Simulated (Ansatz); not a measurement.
Calculated with Ansatz (gas phase, PBE0-D4/def2-TZVP geometries, no zero-point term in ΔE). CCSD(T)/CBS is the MP2 limit (def2-TZVPP, def2-QZVPP) plus CCSD(T) − MP2 in def2-TZVPP, frozen cores. This one scheme is used for every species. DFT in def2-TZVPP. One conformer a species, not always the lowest.

Consider the ligand exchange at the Al–C bond: `N=[C](O)[AlH][SH]` + H–F → `[F][AlH][SH]` + `N=CO`.

`N=[C](O)[AlH][SH]`:

Z-matrix (Å, degrees):
```
C
O 1 1.358
Al 1 1.980 2 117.8
N 1 1.267 2 126.4 3 -180.0
H 2 0.969 1 109.9 3 180.0
S 3 2.177 1 117.1 2 -0.1
H 3 1.571 1 122.5 2 179.9
H 4 1.027 1 114.0 2 -0.0
H 6 1.346 3 91.9 1 0.0
```

H–F:

Z-matrix (Å, degrees):
```
F
H 1 0.920
```

`[F][AlH][SH]`:

Cartesian coordinates in Å:
```
F 1.160 1.455 1.053
Al 0.066 0.560 0.211
S 0.603 -1.506 -0.173
H -1.279 1.216 -0.263
H -0.551 -1.725 -0.828
```

`N=CO`:

Z-matrix (Å, degrees):
```
C
O 1 1.336
N 1 1.258 2 122.1
H 1 1.092 2 110.5 3 -180.0
H 2 0.968 1 106.6 3 -0.0
H 3 1.014 1 111.3 2 180.0
```

Q: Is it downhill or uphill in electronic energy at CCSD(T)/CBS, and by how much? (Best estimate.)

A: Ansatz gave: Downhill: ΔE = -196.7 kJ/mol.

Q: What do these levels give: PBE-D4, B2PLYP, PBE0, HF/def2-TZVPP, MP2/def2-TZVPP, SCS-MP2/def2-TZVPP, CCSD/def2-TZVPP, CCSD(T)/def2-TZVPP, MP2/def2-QZVPP, HF/CBS(def2), MP2/CBS(def2), CCSD/CBS(def2)? (An estimate is asked.)

A: Ansatz gave: PBE-D4 -187.1, B2PLYP -205.9, PBE0 -197.4, HF/def2-TZVPP -223.7, MP2/def2-TZVPP -198.7, SCS-MP2/def2-TZVPP -202.9, CCSD/def2-TZVPP -201.6, CCSD(T)/def2-TZVPP -196.5, MP2/def2-QZVPP -199.7, HF/CBS(def2) -226.7, MP2/CBS(def2) -198.8, CCSD/CBS(def2) -201.8 kJ/mol.

Largest T1 diagnostic among the species: 0.014.

The D4 term adds +8.7 kJ/mol with B3LYP and +4.9 kJ/mol with PBE0; it sums over pairs of atoms, weighted by their polarisabilities, and B3LYP, whose exchange is more repulsive, gets the larger term. In def2-TZVPP, CCSD(T) changes the Hartree–Fock value by +27.1 kJ/mol (the triples alone add +5.1 kJ/mol) and MP2 by +25.0 kJ/mol.

B3LYP here is the variant with VWN-RPA as its local correlation; programs differ in this.
